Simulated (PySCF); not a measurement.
Electron correlation in Au⁶⁸⁺ (gold, charge +68)

[Ne] 3s1, 2S determinant. Calculation: PySCF 2.14, in an uncontracted even-tempered set (17 s from 21 bohr⁻², ratio 2.5; 12 p from 27 bohr⁻², ratio 2.5; 4 d from 98 bohr⁻², ratio 2.7; 4 f from 150 bohr⁻², ratio 2.7); scalar relativity by spin-free X2C-1e. Frozen: 1s2; 9 electrons correlated; the 20 highest virtual orbitals of each spin left out.

MP2 pair energies summed by pair of shells (mhartree):

```
 pair   energy  share (%)
2p-2p  -234.76       64.7
2s-2p   -74.87       20.6
2p-3s   -34.84        9.6
2s-2s   -12.93        3.6
2s-3s    -5.58        1.5
```

Total MP2 correlation energy: -362.98 mhartree.

At this charge the one-electron X2C treatment keeps the bare 1/r₁₂, with no two-electron picture change or Breit term. The effect here is smaller than on the frozen 1s shell; and a scalar Hamiltonian misses the large spin-orbit splitting of the p shells, which matters for ns² → np² pairs.
